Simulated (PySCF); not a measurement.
PySCF job for BHO, SMILES B=O, ADC(3)/aug-cc-pVDZ. Geometry: PBE0-D3(BJ)/def2-TZVPD.

```python
import numpy as np
from pyscf import gto, scf, dft, adc

mol = gto.M(
    atom='''
    H     0.00000000    0.00000000   -1.77366641
    B     0.00000000    0.00000000   -0.60090782
    O     0.00000000    0.00000000    0.59727569
    ''',
    basis='aug-cc-pVDZ',
    charge=0,
    spin=0,
    max_memory=1600,
    verbose=4,
)
mf = scf.RHF(mol)
mf.conv_tol = 1e-10
mf.max_cycle = 100
mf.kernel()
res = {}
for kind, nroots in (('ee', 6), ('ip', 6), ('ea', 2)):
    a = adc.ADC(mf).density_fit('aug-cc-pvdz-ri')
    a.method, a.method_type = 'adc(3)', kind
    e, v, p, x = a.kernel(nroots=nroots)
    res[kind] = (e * 27.211386245988, p)
a = adc.ADC(mf).density_fit('aug-cc-pvdz-ri')
a.method, a.method_type, a.ncvs = 'adc(2)-x', 'ip', 2
e, v, p, x = a.kernel(nroots=2)
res['core ip, CVS-ADC(2)-x'] = (e * 27.211386245988, p)
for kind, (e, p) in res.items():
    print(kind, 'energies / eV', np.round(e, 3), 'strengths', np.round(p, 4))
```

Program output:

```
PySCF version 2.14.0

[INPUT] verbose = 4
[INPUT] num. atoms = 3
[INPUT] num. electrons = 14
[INPUT] charge = 0
[INPUT] spin (= nelec alpha-beta = 2S) = 0
[INPUT] symmetry False subgroup None
[INPUT] Mole.unit = angstrom
[INPUT] Symbol           X                Y                Z      unit          X                Y                Z       unit  Magmom
[INPUT]  1 H      0.000000000000   0.000000000000  -1.773666410000 AA    0.000000000000   0.000000000000  -3.351743751241 Bohr   0.0
[INPUT]  2 B      0.000000000000   0.000000000000  -0.600907820000 AA    0.000000000000   0.000000000000  -1.135551205909 Bohr   0.0
[INPUT]  3 O      0.000000000000   0.000000000000   0.597275690000 AA    0.000000000000   0.000000000000   1.128687474961 Bohr   0.0

nuclear repulsion = 21.7076461720785
number of shells = 21
number of NR pGTOs = 81
number of NR cGTOs = 55
basis = aug-cc-pVDZ
ecp = {}


[settings echo left out]
init E= -100.163667028708
  HOMO = -0.532226730445556  LUMO = 0.0376165512702949  gap/eV = 15.50623
cycle= 1 E= -100.06176154227  delta_E= 0.102  |g|= 0.675  |ddm|= 1.84
  HOMO = -0.404553615502752  LUMO = 0.0262586759330441  gap/eV = 11.72300
cycle= 2 E= -100.103865366908  delta_E= -0.0421  |g|= 0.623  |ddm|= 0.915
  HOMO = -0.521980014670223  LUMO = 0.0393598103861135  gap/eV = 15.27483
cycle= 3 E= -100.17738102095  delta_E= -0.0735  |g|= 0.0391  |ddm|= 0.417
  HOMO = -0.518425309330652  LUMO = 0.0428254986994884  gap/eV = 15.27241
cycle= 4 E= -100.178187168992  delta_E= -0.000806  |g|= 0.00969  |ddm|= 0.0743
  HOMO = -0.519803922250508  LUMO = 0.0430444729320502  gap/eV = 15.31588
cycle= 5 E= -100.178239460318  delta_E= -5.23e-05  |g|= 0.00295  |ddm|= 0.0194
  HOMO = -0.519411947998858  LUMO = 0.0430785128899754  gap/eV = 15.30615
cycle= 6 E= -100.178244215155  delta_E= -4.75e-06  |g|= 0.000723  |ddm|= 0.008
  HOMO = -0.519560550271333  LUMO = 0.0430879995859956  gap/eV = 15.31045
cycle= 7 E= -100.178244421152  delta_E= -2.06e-07  |g|= 0.000113  |ddm|= 0.00185
  HOMO = -0.519552492499347  LUMO = 0.043091171907469  gap/eV = 15.31031
cycle= 8 E= -100.17824442478  delta_E= -3.63e-09  |g|= 1.18e-05  |ddm|= 0.000216
  HOMO = -0.519555736860254  LUMO = 0.0430907795835031  gap/eV = 15.31039
cycle= 9 E= -100.178244424843  delta_E= -6.37e-11  |g|= 1.31e-06  |ddm|= 1.81e-05
  HOMO = -0.519555495820825  LUMO = 0.0430906869289782  gap/eV = 15.31038
Extra cycle  E= -100.178244424844  delta_E= -7.96e-13  |g|= 4.18e-07  |ddm|= 3.74e-06
converged SCF energy = -100.178244424844

******** <class 'pyscf.adc.radc.RADC'> ********
******** ADC Orbital Information ********
Number of Frozen Occupied Orbitals: 0
Number of Frozen Virtual Orbitals: 0
Number of Active Occupied Orbitals: 7
Number of Active Virtual Orbitals: 48
*****************************************
******** <class 'pyscf.df.df.DF'> ********
auxbasis = aug-cc-pvdz-ri
Reference correlation energy (doubles): -0.28309180
MP3 correlation energy of reference state (a.u.) = -0.28309180

******** <class 'pyscf.adc.radc_ee.RADCEE'> ********
max_space = 12
max_cycle = 50
conv_tol = 1e-08

*************************************************************
        ADC calculation summary (singlet states only)
*************************************************************
adc(3) root 0  |  Energy (Eh) =   0.3064481125  |  Energy (eV) =   8.33887788  |  Osc. strength = 0.00000000  |  conv = True
adc(3) root 1  |  Energy (Eh) =   0.3095653038  |  Energy (eV) =   8.42370098  |  Osc. strength = 0.00000000  |  conv = True
adc(3) root 2  |  Energy (Eh) =   0.3095653119  |  Energy (eV) =   8.42370120  |  Osc. strength = 0.00000000  |  conv = True
adc(3) root 3  |  Energy (Eh) =   0.3724620756  |  Energy (eV) =  10.13520932  |  Osc. strength = 0.07505443  |  conv = True
adc(3) root 4  |  Energy (Eh) =   0.3724620989  |  Energy (eV) =  10.13520995  |  Osc. strength = 0.07505574  |  conv = True
adc(3) root 5  |  Energy (Eh) =   0.3865217598  |  Energy (eV) =  10.51779281  |  Osc. strength = 0.01848186  |  conv = True

******** <class 'pyscf.adc.radc.RADC'> ********
******** ADC Orbital Information ********
Number of Frozen Occupied Orbitals: 0
Number of Frozen Virtual Orbitals: 0
Number of Active Occupied Orbitals: 7
Number of Active Virtual Orbitals: 48
*****************************************
******** <class 'pyscf.df.df.DF'> ********
auxbasis = aug-cc-pvdz-ri
Reference correlation energy (doubles): -0.28309180
MP3 correlation energy of reference state (a.u.) = -0.28309180

******** <class 'pyscf.adc.radc_ip.RADCIP'> ********
max_space = 12
max_cycle = 50
conv_tol = 1e-08

*************************************************************
        ADC calculation summary (doublet states only)
*************************************************************
adc(3) root 0  |  Energy (Eh) =   0.5139019805  |  Energy (eV) =  13.98398517  |  Spec. factor = 1.80177228  |  conv = True
adc(3) root 1  |  Energy (Eh) =   0.5139019888  |  Energy (eV) =  13.98398539  |  Spec. factor = 1.80177236  |  conv = True
adc(3) root 2  |  Energy (Eh) =   0.5879953356  |  Energy (eV) =  16.00016806  |  Spec. factor = 1.81660502  |  conv = True
adc(3) root 3  |  Energy (Eh) =   0.6359958599  |  Energy (eV) =  17.30632885  |  Spec. factor = 1.78519108  |  conv = True
adc(3) root 4  |  Energy (Eh) =   0.8490134912  |  Energy (eV) =  23.10283384  |  Spec. factor = 0.00017567  |  conv = True
adc(3) root 5  |  Energy (Eh) =   0.8498640292  |  Energy (eV) =  23.12597816  |  Spec. factor = 0.00000000  |  conv = True

******** <class 'pyscf.adc.radc.RADC'> ********
******** ADC Orbital Information ********
Number of Frozen Occupied Orbitals: 0
Number of Frozen Virtual Orbitals: 0
Number of Active Occupied Orbitals: 7
Number of Active Virtual Orbitals: 48
*****************************************
******** <class 'pyscf.df.df.DF'> ********
auxbasis = aug-cc-pvdz-ri
Reference correlation energy (doubles): -0.28309180
MP3 correlation energy of reference state (a.u.) = -0.28309180

******** <class 'pyscf.adc.radc_ea.RADCEA'> ********
max_space = 12
max_cycle = 50
conv_tol = 1e-08

*************************************************************
        ADC calculation summary (doublet states only)
*************************************************************
adc(3) root 0  |  Energy (Eh) =   0.0420710689  |  Energy (eV) =   1.14481210  |  Spec. factor = 1.98400190  |  conv = True
adc(3) root 1  |  Energy (Eh) =   0.0423325517  |  Energy (eV) =   1.15192741  |  Spec. factor = 1.97423176  |  conv = True

******** <class 'pyscf.adc.radc.RADC'> ********
******** ADC Orbital Information ********
Number of Frozen Occupied Orbitals: 0
Number of Frozen Virtual Orbitals: 0
Number of Active Occupied Orbitals: 7
Number of Active Virtual Orbitals: 48
*****************************************
******** <class 'pyscf.df.df.DF'> ********
auxbasis = aug-cc-pvdz-ri
Reference correlation energy (doubles): -0.28421483
MP2 correlation energy of reference state (a.u.) = -0.28421483

******** <class 'pyscf.adc.radc_ip_cvs.RADCIPCVS'> ********
max_space = 12
max_cycle = 50
conv_tol = 1e-08

*************************************************************
        ADC calculation summary (doublet states only)
*************************************************************
adc(2)-x root 0  |  Energy (Eh) =   7.3614286484  |  Energy (eV) = 200.31467661  |  Spec. factor = 1.58193513  |  conv = True
adc(2)-x root 1  |  Energy (Eh) =   7.7642657445  |  Energy (eV) = 211.27643233  |  Spec. factor = 0.00862856  |  conv = True
ee energies / eV [ 8.339  8.424  8.424 10.135 10.135 10.518] strengths [0.     0.     0.     0.0751 0.0751 0.0185]
ip energies / eV [13.984 13.984 16.    17.306 23.103 23.126] strengths [1.8018e+00 1.8018e+00 1.8166e+00 1.7852e+00 2.0000e-04 0.0000e+00]
ea energies / eV [1.145 1.152] strengths [1.984  1.9742]
core ip, CVS-ADC(2)-x energies / eV [200.315 211.276] strengths [1.5819 0.0086]
```

The calculation finished and met its thresholds.

Cost: roughly 50 core-seconds.
